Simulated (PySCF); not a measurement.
# Magnetic susceptibility: SMILES C#CCc1ccc(NC)o1, C8H9NO

Geometry:
```tsv
atom	x (Å)	y (Å)	z (Å)
C1	3.616	0.043	-2.028
C2	3.094	-0.435	-1.064
C3	2.431	-0.996	0.102
C4	1.119	-0.322	0.344
C5	0.787	0.856	0.933
C6	-0.626	0.976	0.849
C7	-1.055	-0.149	0.204
N8	-2.316	-0.624	-0.091
C9	-3.389	0.335	-0.222
O10	-0.010	-0.942	-0.114
H11	4.084	0.456	-2.870
H12	2.258	-2.062	-0.064
H13	3.080	-0.871	0.973
H14	1.460	1.560	1.379
H15	-1.223	1.781	1.220
H16	-2.296	-1.330	-0.816
H17	-3.479	0.886	0.712
H18	-4.317	-0.205	-0.401
H19	-3.229	1.053	-1.037
```

Level of theory: PySCF 2.14.0, GIAO B3LYP/pcSseg-1 magnetisability, rotational g tensor and spin-rotation constants, non-relativistic, gas phase. Geometry: GFN2-xTB.

How diamagnetic is it, and how anisotropic?

Isotropic -1486 × 10⁻³⁰ J/T², or -89.5 × 10⁻⁶ cm³/mol; principal values -1859, -1395, -1204 × 10⁻³⁰ J/T², anisotropy 584 × 10⁻³⁰ J/T² (root of half the summed squared differences of the principal values). The susceptibility is in cgs units.

Split it along the inertial axes a, b, c into diamagnetic and paramagnetic parts about the centre of mass, with the quadrupole moment.


```csv
axis,χ (10⁻⁶ cm³/mol),diamagnetic (10⁻⁶ cm³/mol),paramagnetic (10⁻⁶ cm³/mol),summed x² of all electrons (Å²),quadrupole Θ (D Å)
a,-86.0,-470.7,384.7,398.6,+5.11
b,-79.7,-1886.6,1806.9,64.8,-0.16
c,-102.8,-1965.8,1863.0,46.1,-4.95
```
Anisotropies 2χaa − χbb − χcc = +10.5 and 2χbb − χaa − χcc = +29.4 × 10⁻⁶ cm³/mol. Θ is traceless in Buckingham's convention.

And the rotational g tensor?


```
axis  rotational constant (GHz)        g  nuclear part  electronic part
   a                     3.4998  -0.0261        0.6064          -0.6325
   b                     0.6767  -0.0061        0.5684          -0.5745
   c                     0.6470  +0.0021        0.5684          -0.5663
```
Asymmetric top; isotopes 12C, 1H, 14N, 16O; no vibrational averaging.
